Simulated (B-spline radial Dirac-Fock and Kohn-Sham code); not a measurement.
**K-line shifts caused by a second vacancy in Sb⁵⁺**

System: Sb⁵⁺, [Kr] 4d9 5s1 (an excited configuration).

The run's input, task.json:

```json
{"items": [{
  "Z": 51,
  "q": 5,
  "cfg": [[1, 0, 2], [2, 0, 2], [2, 1, 6], [3, 0, 2], [3, 1, 6], [3, 2, 10], [4, 0, 2], [4, 1, 6], [4, 2, 9], [5, 0, 1]],
  "A": 121,
  "rrms": 4.6802,
  "do": ["binding", "quiet", "double"]
}]}
```

Command: `python xray_run.py task.json out`

Method: Dirac-Fock energy differences between relaxed states, corrected for Breit and QED terms. Computed with a radial atomic solver. Each two-hole energy is an average over J within one jj subconfiguration, not an observable level; in light atoms, where LS coupling holds, the j-resolved values are not observed lines, and for a K spectator the Kα1 hypersatellite is nearly forbidden. The model has no electron correlation.

Lines without a spectator: Kα2 (K-L2) 26108.6 eV, Kα1 (K-L3) 26357.0 eV, Kβ3 (K-M2) 29676.0 eV, Kβ1 (K-M3) 29723.0 eV. Shifts in eV with one spectator hole (a dash: not computed, or left out as unreliable):

| spectator hole | Kα2 | Kα1 | Kβ3 | Kβ1 |
| --- | --- | --- | --- | --- |
| L2 (2p1/2) | +65.8 | +83.2 | – | +175.2 |
| L3 (2p3/2) | +63.5 | +64.0 | +154.0 | – |
| M2 (3p1/2) | – | +9.85 | +22.07 | +26.71 |
| M3 (3p3/2) | +7.17 | – | +22.49 | +21.97 |
| M4 (3d3/2) | +1.42 | -1.30 | – | – |

Question: Where does the K-L3 hypersatellite lie, emitted when both K electrons are missing?

Answer: +610.9 eV from the normal line, at 26968.0 eV. Removing both K electrons costs 61968.1 eV, which is 829.0 eV more than twice the K binding energy.

With n spectator holes in 2p, averaged over the 2p shell (energies in eV):

```tsv
n	KαLⁿ	step	hypersatellite KαʰLⁿ
0	26274.2	–	26878.5
1	26343.3	+69.1	26949.1
2	26413.7	+70.4	27021.0
3	26485.4	+71.7	27094.3
4	26558.4	+73.0	27168.8
5	26632.7	+74.3	27244.6
```
